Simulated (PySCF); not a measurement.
Polarisability and C₆ of Zn²⁺ (zinc, charge +2)

[Ar] 3d10, closed-shell 1S. Calculation: PySCF 2.14, in aug-cc-pwCVTZ-DK (10s9p7d4f3g, 127 functions); scalar relativity by spin-free X2C-1e. Coupled (time-dependent) response in atomic units; α is the mean over directions.

```csv
method,mean α (bohr³),C₆ (like pair),S(−4)
r2SCANh,2.639,7.057,3.400
```

S(−4) is the Cauchy moment in α(ω) = α(0) + S(−4) ω² + …

α(iu) at r2SCANh:

```json
{"u (hartree)": "0", "α(iu) (bohr³)": "2.639"}
{"u (hartree)": "0.0500", "α(iu) (bohr³)": "2.630"}
{"u (hartree)": "0.100", "α(iu) (bohr³)": "2.606"}
{"u (hartree)": "0.200", "α(iu) (bohr³)": "2.514"}
{"u (hartree)": "0.300", "α(iu) (bohr³)": "2.385"}
{"u (hartree)": "0.500", "α(iu) (bohr³)": "2.093"}
{"u (hartree)": "0.750", "α(iu) (bohr³)": "1.772"}
{"u (hartree)": "1.00", "α(iu) (bohr³)": "1.525"}
{"u (hartree)": "1.50", "α(iu) (bohr³)": "1.177"}
{"u (hartree)": "2.00", "α(iu) (bohr³)": "0.9385"}
{"u (hartree)": "3.00", "α(iu) (bohr³)": "0.6350"}
{"u (hartree)": "5.00", "α(iu) (bohr³)": "0.3472"}
```

For an ion, C₆ is the dispersion term alone; charge-induced terms of lower order in 1/R come first.
